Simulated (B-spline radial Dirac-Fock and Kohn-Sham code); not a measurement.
Ni²⁺ 3d5/2: cross section and angular parameters

System: Ni²⁺ in the configuration [Ar] 3d8; threshold 34.91 eV (orbital energy of the model). The computed values come from a radial atomic solver: Dirac-Hartree-Slater photoionisation with a Latter tail; cross sections with all multipoles, angular parameters from the dipole term and its interference with E2.

The run's input, task.json:

```json
{"items": [{
  "Z": 28,
  "q": 2,
  "cfg": [[1, 0, 2], [2, 0, 2], [2, 1, 6], [3, 0, 2], [3, 1, 6], [3, 2, 8]],
  "A": 58,
  "rrms": 3.7757,
  "do": "xps",
  "hv": [54.3, 58.0, 59.5, 73.1, 78.3, 80, 83.7, 87.6, 136.0, 150, 300, 301.0, 379.0, 382.0, 400, 607.0, 842.0, 844.0, 1000, 1010.0, 1486.9, 1720.0, 2000, 2160.0, 3260.0, 3800.0, 8850.0, 10800.0, 13600.0, 15000]
}]}
```

Command: `python xray2_run.py task.json out`

```tsv
hν (eV)	σ (kb)	β	γ	δ
54.3	5570	0.221	-0.002	0.011
58	5500	0.266	-0.001	0.012
59.5	5460	0.284	-0.001	0.012
73.1	5050	0.439	0.003	0.013
78.3	4860	0.491	0.004	0.014
80	4790	0.507	0.005	0.014
83.7	4640	0.541	0.006	0.014
87.6	?	?	?	?
136	2600	0.873	0.022	0.018
150	2200	0.929	0.027	0.020
300	485	1.187	0.104	0.030
301	481	1.188	0.105	0.030
379	259	1.219	0.149	0.034
382	254	1.219	0.151	0.035
400	223	1.222	0.161	0.036
607	65.4	1.199	0.274	0.048
842	22.9	1.130	0.384	0.062
844	22.7	1.129	0.385	0.062
1000	12.9	1.078	0.444	0.072
1010	12.5	1.075	0.447	0.072
1486.9	3.22	0.935	0.577	0.103
1720	1.90	0.879	0.623	0.117
2000	1.09	0.821	0.669	0.135
2160	0.819	0.792	0.692	0.145
3260	0.168	0.644	0.821	0.210
3800	0.0911	0.593	0.865	0.240
8850	0.00263	0.354	1.023	0.476
10800	0.00110	0.311	1.035	0.551
13600	0.000400	0.269	1.043	0.649
15000	0.000259	0.252	1.045	0.694
```

Problem. Give the values at 87.6 eV.

Solution. σ = 4480 kb, β = 0.575, γ = 0.007, δ = 0.015.
